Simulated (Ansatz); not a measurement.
Stepwise reaction of `[SiH3][BH][AlH][SiH3]` with hydrogen, as a gas-phase model of exchange steps in deposition or etching. ΔE in kJ/mol.

Gas-phase electronic energies from Ansatz, PBE0-D4/def2-TZVP geometries. CBS: MP2 limit from def2 TZ/QZ plus the TZ coupled-cluster correction, frozen cores. This one scheme is used for every species. Functionals use def2-TZVPP. B3LYP here is the variant with VWN-RPA as its local correlation; programs differ in this. Each species was taken in one conformer, which may not be the lowest.

```tsv
step	reaction	PBE-D4	B3LYP-D4	ωB97M-V	CCSD(T)/CBS
1	`[SiH3][BH][AlH][SiH3]` + H₂ → `[BH2][AlH][SiH3]` + SiH₄	-9.8	-25.0	-28.2	-23.8
2	`[BH2][AlH][SiH3]` + H₂ → `[BH2][AlH2]` + SiH₄	6.2	-11.9	-17.1	-9.9
```

**Question.** By hand: ΔE of the 2 steps together at CCSD(T)/CBS.

**Answer.** (-23.8) + (-9.9) = -33.7 kJ/mol, or -16.9 kJ/mol a step.

In ΔE each step is higher than the one before. All are downhill at CCSD(T)/CBS. PBE-D4 differs from CCSD(T)/CBS by 14.0 to 16.1 kJ/mol a step. Isolated molecules leave out the surface, adducts and barriers. Largest T1 diagnostic: 0.014.
